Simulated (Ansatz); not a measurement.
Two structures of GeH$_{3}$Br, singlet, reached by relaxing down either side of one saddle point (PBE0-D4/def2-TZVP). Energies are electronic, without zero-point energy. Computed with Ansatz 0.2.0 (basis: def2-TZVPP and def2-QZVPP); correlated methods freeze the cores. Filled d shells of the heavier atoms are correlated. The def2 sets are not built for correlating such inner shells, so the correlated values are less sure here. Extrapolation: Hartree–Fock as exp(−7.88 √X), correlation as X^−2.97. First:

Ge1  (-0.169, 0.087, -0.007)
Br2  (1.880, -0.974, 0.077)
H3  (-0.948, -0.525, -1.174)
H4  (-0.865, -0.167, 1.333)
H5  (0.102, 1.578, -0.229)
(Å)

Second:

```
5
angstrom
Ge -1.0014 0.6795 0.1317
Br 1.0953 -1.0137 -0.4403
H 0.5162 -1.6780 -1.5604
H -0.7460 0.2218 1.6359
H 0.1357 1.7904 0.2332
```

(1) Which bonds change from the first to the second?

(2) Give the saddle point's structure and its height above each. (To be estimated.)

The T1 diagnostic stays at or below 0.011.

Answers

(1) GeH₃Br ([GeH3][Br]) → GeH₂ + HBr (still joined by a long Ge–Br bond); bonds formed: Br2–H3; bonds broken: Ge1–H3; bonds weakened to dative contacts: Ge1–Br2.

(2) The calculation gives: 230.9 kJ/mol above the first and 18.1 kJ/mol above the second (CCSD(T) at an estimated basis limit (MP2 extrapolated from triple and quadruple zeta, plus CCSD(T) − MP2 in triple zeta)).
```xyz
5
angstrom
Ge -0.8783 0.4884 -0.0026
Br 1.4359 -1.2388 -0.4744
H 0.1617 -1.1317 -1.1757
H -0.8095 0.1471 1.5412
H 0.0901 1.7351 0.1115
```

Losses and insertions of silylenes and their heavier kin drive the gas-phase chemistry of silicon and germanium vapour deposition.

Labels in which every atom is bracketed show which atoms are joined, not bond orders.

For scale, one of the runs: CCSD(T)/def2-TZVPP, 138 basis functions, launched by `ansatz run in.yaml --threads 2 --pin off --events-out ev --progress --plain --max-ram 4352MiB`. Hardware: 2 CPU threads of an Intel Xeon 6975P-C, shared host. Wall time 8.5 s; peak host memory 0.82 GiB.
